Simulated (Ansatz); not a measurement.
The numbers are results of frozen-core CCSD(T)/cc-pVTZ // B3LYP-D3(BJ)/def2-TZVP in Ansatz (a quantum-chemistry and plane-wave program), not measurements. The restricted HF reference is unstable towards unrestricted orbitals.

Ansatz 0.2 input:
```yaml
crystal:
  periodic: [false, false, false]
  atoms:
    - { symbol: B, position_ang: [-0.776413, -0.048084, -0.084333] }
    - { symbol: C, position_ang: [0.650666, -0.232919, -0.075389] }
    - { symbol: O, position_ang: [1.7549, -0.562375, -0.244202] }
    - { symbol: H, position_ang: [-1.629155, 0.586961, 0.403924] }
basis:
  gaussian: { orbitals: cc-pVTZ }
correlation:
  method: ccsd_t
```

Output:

```
Functional definition: HF
620 factors; integrals over basis functions are off by at most 9.5e-4 eV
mean field evaluation 1: about -3751.2790 eV, gradient 2.7e1 eV
mean field evaluation 2: about -3751.2805 eV, gradient 2.7e1 eV
mean field evaluation 4: about -3753.0353 eV, gradient 3.4e0 eV
mean field evaluation 8: about -3753.0829 eV, gradient 1.5e-1 eV
mean field evaluation 16: about -3753.0779 eV, gradient 6.1e-1 eV
mean field evaluation 32: about -3752.5201 eV, gradient 9.4e-2 eV
mean field evaluation 64: about -3752.5247 eV, gradient 3.6e-1 eV
mean field -3753.08304513 eV, -137.9232579774 hartree, gradient 5.4e-6 eV, S^2 0.000000; 5 other end points of the search recorded, 0 dependent functions left out; unrestricted orbitals would lower it
determinant -3753.08304513 eV, -137.9232579774 hartree, with singles and doubles -3766.16931199 eV, -138.4041694144 hartree
determinant -3752.52012508 eV, -137.9025710473 hartree, with singles and doubles -3765.57829941 eV, -138.3824501028 hartree
3 core orbitals not correlated
reference -3753.08304513 eV, -137.9232579774 hartree; 7, 7 occupied and 94, 94 virtual orbitals, 620 factors
second order -12.61089143 eV of doubles, -0.00000000 eV of singles
cycle   1  -12.93374255 eV  change    -1.1e0 eV  update   2.3e-2
cycle   2  -12.97218953 eV  change   -3.8e-2 eV  update   4.7e-3
cycle   3  -12.96704774 eV  change    5.1e-3 eV  update   2.1e-3
cycle   4  -12.96824467 eV  change   -1.2e-3 eV  update   9.0e-4
cycle   5  -12.96826327 eV  change   -1.9e-5 eV  update   5.1e-4
cycle   6  -12.96851267 eV  change   -2.5e-4 eV  update   3.0e-4
cycle   7  -12.96866069 eV  change   -1.5e-4 eV  update   1.4e-4
cycle   8  -12.96879658 eV  change   -1.4e-4 eV  update   5.8e-5
cycle   9  -12.96875916 eV  change    3.7e-5 eV  update   2.5e-5
cycle  10  -12.96875199 eV  change    7.2e-6 eV  update   1.1e-5
perturbative correction -0.67313777 eV, -0.0247373567 hartree
Total energy: -3766.72493489 eV, -138.4245881792 hartree
```

Cost: about 8 core-seconds (a rough figure).
